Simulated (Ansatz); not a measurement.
Reaction (substitution at a C–Si bond): `CC(C)[SiH2]Cl` + `[OH][Zr]([OH])([OH])[Cl]` → `CC(C)[O][Zr]([OH])([OH])[Cl]` + `[SiH3]Cl`

Calculated with Ansatz (gas phase, PBE0-D4/def2-TZVP geometries, no zero-point term in ΔE). CBS: MP2 limit from def2 TZ/QZ plus the TZ coupled-cluster correction, frozen cores. This one scheme is used for every species. DFT in def2-TZVPP. HSE06 is defined as in plane-wave codes. def2 core potentials past Kr. For Zr outer-core shells are correlated without core-valence functions, which leaves a few kJ/mol of doubt a bond. One conformer a species, not always the lowest.

```json
{"level": "HSE06-D4", "ΔE (kJ/mol)": "53.1"}
{"level": "CAM-B3LYP-D4", "ΔE (kJ/mol)": "44.4"}
{"level": "PBE", "ΔE (kJ/mol)": "49.3"}
{"level": "BLYP", "ΔE (kJ/mol)": "39.1"}
{"level": "r2SCAN", "ΔE (kJ/mol)": "50.1"}
{"level": "r2SCAN0", "ΔE (kJ/mol)": "52.6"}
{"level": "CCSD/def2-SVP", "ΔE (kJ/mol)": "29.8"}
{"level": "CCSD/def2-TZVPP", "ΔE (kJ/mol)": "45.4"}
```

Problem. What does CCSD(T)/CBS give? (Best estimate.)

Solution. Ansatz gave: +51.1 kJ/mol. The listed levels differ from it by 2.0, -6.7, -1.8, -12.0, -1.0, 1.5, -21.3, -5.7 kJ/mol.

Largest T1 diagnostic among the species: 0.016.

At CCSD(T), def2-SVP lies −22.8 kJ/mol from the extrapolated value and def2-TZVPP −6.0 kJ/mol. From BLYP to BHLYP (50 % exact exchange), in def2-TZVPP and without D4, ΔE moves by +3.4 kJ/mol. The D4 term adds +4.3 kJ/mol with B3LYP and +1.8 kJ/mol with PBE0; it sums over pairs of atoms, weighted by their polarisabilities, and B3LYP, whose exchange is more repulsive, gets the larger term.

B3LYP here is the variant with VWN-RPA as its local correlation; programs differ in this.
